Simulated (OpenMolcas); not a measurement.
A calculation on C+.

```yaml
Program: OpenMolcas
Method: "XMS-CASPT2, IPEA 0.25 Eh, imaginary shift 0.1 Eh (closed shells correlated: 1s 2s)"
Basis: ANO-RCC-VTZP [4s3p2d1f]
Scalar_Hamiltonian: DKH2, point nucleus
Active_space: 1 electron in 3 orbitals (2p)
State_averaging: 2S+1 = 2 odd, 3 roots
Spin-orbit_coupling: state interaction with AMFI integrals over the reference wave functions, term energies averaged over their components
```

Problem. Which level of the active space comes out lowest?

Solution. 2s2 2p 2P* 1/2, with 100 % of that term; it is also the measured ground level.

Problem. How high does 2s2 2p 2P* 3/2 lie?

Solution. 62.5 cm-1 above the lowest level; measured 63.4 cm-1 above the ground level, so the calculation is off by -1 %.

Measured values: NIST Handbook of Basic Atomic Spectroscopic Data.

CASPT2 breaks the degeneracy within a term, and the mean is taken; among the terms shown or strongly mixed into the levels shown the widest spread is 18 cm-1 (2s2 2p 2P*). With one active electron, CASPT2 adds the correlation within the correlated inactive shells and between them and that electron, and leaves the splitting within a term as the reference gives it. Measured partners are found by configuration, term and J. A level has none where our copy of the source lacks it or the pairing is in doubt (some pairs that miss far off the trend of their configuration count as doubtful), and it then counts in no deviation. Only configurations of the active space appear.

* marks odd parity.
